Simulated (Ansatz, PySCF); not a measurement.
Noncovalent pair: HF (SMILES F) (first 2 atoms) with HBr (SMILES Br); geometry from B3LYP-D3(BJ)/def2-TZVP, rigid monomers moved along the line of their centres of mass till F1···H4 is 3.73 Å.
(charge 0, multiplicity 1):
```json
[
 {"atom": "F", "x (Å)": "-0.3622", "y (Å)": "0.1354", "z (Å)": "0.3694"},
 {"atom": "H", "x (Å)": "-0.2203", "y (Å)": "-0.7743", "z (Å)": "0.2652"},
 {"atom": "Br", "x (Å)": "0.1063", "y (Å)": "1.3186", "z (Å)": "5.3438"},
 {"atom": "H", "x (Å)": "-0.0656", "y (Å)": "1.2072", "z (Å)": "3.9286"}
]
```

Interaction energies are E(AB) − E(A) − E(B) at the monomers' geometry in the complex; basis-set methods are counterpoise corrected. Rows marked so take none.

Correlated levels freeze the cores. Filled d and f shells under p-block atoms count as core. CBS: X⁻³ extrapolation of the correlation energy, Hartree–Fock from the larger set. Rows in 6-31G* carry no dispersion term and start afresh at each structure (6-31G* with six Cartesian d functions); the Pople sets are all-electron and without relativity.

Codes used: Ansatz (a program for electronic structure); PySCF for 6-31G* rows. Each number belongs to the level named beside it.

Problem. What is the computed interaction energy (HF/6-31G* (no counterpoise))?

Solution. -0.7 kcal/mol
